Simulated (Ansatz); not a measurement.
Reading a saddle point

A first-order saddle point of CH7GeN, closed shell, PBE0-D4/def2-TZVP, with one imaginary mode of 1272i cm⁻¹:

```
10
angstrom
Ge -0.6690 0.1135 0.6919
N 1.2997 -0.1271 0.2974
C -0.8389 0.0253 -1.1813
H 0.7551 -0.1291 -0.7731
H -0.6781 1.4335 1.4879
H -0.9564 -1.0755 1.6299
H 1.7503 -0.9947 0.5712
H 1.9311 0.6479 0.4752
H -1.3973 -0.8366 -1.5487
H -1.1965 0.9428 -1.6504
```

Ansatz 0.2.0; basis: def2-TZVPP and def2-QZVPP; cores frozen in the correlated methods. Filled d shells of the heavier atoms are correlated. The def2 sets are not built for correlating such inner shells, so the correlated values are less sure here. Extrapolation: Hartree–Fock as exp(−7.88 √X), correlation as X^−2.97.

(1) Which contacts change along the imaginary mode, and what lies on either side? (A judgement: the text doesn't fix the answer.)

(2) Which side is lower, and how far does the saddle lie above each? (Judge from chemistry; the value comes from the calculation.)

T1 diagnostic: at most 0.014.

Results:

(1) By the calculation: The step is CH₇GeN ([CH3][GeH2][NH2]) → CH₄Ge ([CH2][GeH2]) + NH₃, with the molecules in contact on both sides. Shortening one way: N2–H4; lengthening the same way: Ge1–N2, C3–H4.
```tsv
pair	one side (Å)	saddle (Å)	other side (Å)
N2–H4	3.28	1.20	1.01
Ge1–N2	1.85	2.02	2.47
C3–H4	1.09	1.65	3.31
```

(2) Computed: The side with Ge1–N2, C3–H4 short is lower by 2.058 eV; the saddle lies 2.605 eV above it and 0.547 eV above the other (CCSD(T) at an estimated basis limit (MP2 extrapolated from triple and quadruple zeta, plus CCSD(T) − MP2 in triple zeta); electronic energies).

Labels in which every atom is bracketed show which atoms are joined, not bond orders.

For scale, one of the runs: CCSD(T)/def2-TZVPP, 208 basis functions, launched by `ansatz run in.yaml --threads 4 --pin off --events-out ev --progress --plain --max-ram 9574MiB`. Time: 81 s of wall clock on 4 CPU threads of an Arm Neoverse V1; the host was shared. Peak host memory: 2.9 GiB.
